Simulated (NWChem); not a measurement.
C$_{2}$H$_{2}$BrF; SMILES C=C(F)Br

```xyz
6

C     -1.2106     1.6335     0.0000
C     -0.0779     0.9424     0.0000
F      1.1116     1.5110     0.0000
Br     0.0304    -0.9313     0.0000
H     -2.1741     1.1277     0.0000
H     -1.1652     2.7243     0.0000
```
Atoms are numbered in this order, from 1.

Results from NWChem. Pople sets run with spherical d functions. All runs use the structure optimised with PBE0/def2-SVP. Level: PBE0/6-31G* with SMD (1 M gas to 1 M solution), gas-phase geometry.

| solvent | dielectric constant | solvation free energy (kcal/mol) | cavity-dispersion-structure term (kcal/mol) | dipole in solution (D) |
|---|---|---|---|---|
| water | 78.4 | 0.8 | 2.7 | 1.68 |
| 1,4-dioxane | 2.21 | -1.1 | -0.1 | 1.45 |
| tetrahydrofuran | 7.43 | -2.2 | -0.6 | 1.61 |
| chloroform | 4.71 | -2.8 | -1.3 | 1.57 |
